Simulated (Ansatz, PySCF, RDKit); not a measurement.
Isomers of C4H8Si. Isolated molecules, 0 K electronic values unless said otherwise. One relaxed conformer stands for each flexible species; it need not be the lowest. Strings in code marks are SMILES.

Quantity: electronic energy of isomers of C4H8Si relative to `C#CC[SiH2]C`, in eV. The restricted reference of `C=CC[SiH]=C` is unstable towards unrestricted orbitals. Force-field values (RDKit) are differences of steric energies, which aren't made for comparing isomers with other bonds.

Level 1: PBE-D3(BJ)/def2-TZVP // B3LYP-D3(BJ)/def2-TZVP (PySCF)
Level 2: PBE/6-31G* // B3LYP-D3(BJ)/def2-TZVP (PySCF)
Level 3: HF/cc-pVTZ // B3LYP-D3(BJ)/def2-TZVP (Ansatz, an electronic-structure program)
Level 4: UFF, relaxed from the DFT geometry (RDKit)

```
species                                                         level 1  level 2  level 3  level 4
--------------------------------------------------------------  -------  -------  -------  -------
`C1CC12C[SiH2]2`                                                   0.51    0.306     1.18    21.11
`C=CC[SiH]=C` (C–C–C–Si torsion -104°, C–C–Si–C torsion -114°)      ___      ___     0.78    0.121
`CC1=C[Si@@H]1C`                                                 -0.216   -0.371    0.174     4.07
`CC[SiH]1C=C1` (C–C–Si–C torsion 25°)                               ___   -0.009     0.48     4.08
`C=C=CC[SiH3]`                                                    0.249    0.110      ___      ___
```

Problem. What belongs in the gaps?

Solution. 
- `C=CC[SiH]=C` (C–C–C–Si torsion -104°, C–C–Si–C torsion -114°), level 1: 0.334
- `C=CC[SiH]=C` (C–C–C–Si torsion -104°, C–C–Si–C torsion -114°), level 2: 0.283
- `CC[SiH]1C=C1` (C–C–Si–C torsion 25°), level 1: 0.117
- `C=C=CC[SiH3]`, level 3: 0.427
- `C=C=CC[SiH3]`, level 4: 0.053
